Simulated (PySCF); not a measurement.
Computed IR spectrum (relative IR intensity) of a molecule C₄H₆ClF. Geometry: PBE0-D3(BJ)/def2-SVP. The values are those of a single conformer. These are PySCF with PBE0-D3(BJ)/def2-SVP values and carry that method's errors. Frequencies are harmonic and unscaled.

Lines under 2 % of the strongest are left out, and lines within 2 cm⁻¹ are merged.

```json
[
 {"ν (cm⁻¹)": "89", "relative intensity": "2.9"},
 {"ν (cm⁻¹)": "420", "relative intensity": "17"},
 {"ν (cm⁻¹)": "505", "relative intensity": "13"},
 {"ν (cm⁻¹)": "747", "relative intensity": "32"},
 {"ν (cm⁻¹)": "758", "relative intensity": "16"},
 {"ν (cm⁻¹)": "787", "relative intensity": "32"},
 {"ν (cm⁻¹)": "882", "relative intensity": "5.8"},
 {"ν (cm⁻¹)": "906", "relative intensity": "13"},
 {"ν (cm⁻¹)": "946", "relative intensity": "23"},
 {"ν (cm⁻¹)": "1003", "relative intensity": "26"},
 {"ν (cm⁻¹)": "1029", "relative intensity": "44"},
 {"ν (cm⁻¹)": "1064", "relative intensity": "32"},
 {"ν (cm⁻¹)": "1072", "relative intensity": "5.4"},
 {"ν (cm⁻¹)": "1167", "relative intensity": "13"},
 {"ν (cm⁻¹)": "1175", "relative intensity": "7.8"},
 {"ν (cm⁻¹)": "1277", "relative intensity": "30"},
 {"ν (cm⁻¹)": "1363", "relative intensity": "100"},
 {"ν (cm⁻¹)": "1379", "relative intensity": "11"},
 {"ν (cm⁻¹)": "1417", "relative intensity": "15"},
 {"ν (cm⁻¹)": "1446", "relative intensity": "29"},
 {"ν (cm⁻¹)": "1514", "relative intensity": "38"},
 {"ν (cm⁻¹)": "3112", "relative intensity": "15"},
 {"ν (cm⁻¹)": "3156", "relative intensity": "5.9"},
 {"ν (cm⁻¹)": "3189", "relative intensity": "3.8"}
]
```

Identify the compound among the candidates.
A) C[C@@H]1[C@H](F)[C@@H]1Cl
B) FC1(CCl)CC1
C) F[C@@H]1C[C@@H]1CCl
D) C[C@]1(F)C[C@H]1Cl

B, FC1(CCl)CC1
